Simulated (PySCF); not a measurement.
## Cu(2+): ionisation energy

Cu(2+) [Ar] 3d9 (2D) → Cu(3+) [Ar] 3d8 (3F), as a difference of total energies. All numbers are calculated (PySCF 2.14, the spin-free X2C one-electron Hamiltonian (Gaussian nucleus), in cc-pVTZ-DK (7s6p4d2f1g, 68 functions)). Correlated levels: valence: [Ar] frozen. The calculations carry no spin-orbit coupling.

**Question.** Order these methods by the ionisation energy they give, lowest first.
A. MP2 (valence)
B. LDA
C. r2SCAN
D. UHF

**Answer.** D (34.015 eV), C (36.500 eV), A (36.707 eV), B (38.112 eV).

The reference lies between the lowest fine-structure levels, while these numbers refer to the centres of the terms.

Errors of the correlated levels include the incompleteness of this basis and the frozen core.

For comparison: 36.841 ± 0.012 eV (measured; NIST Atomic Spectra Database, ionization energies).
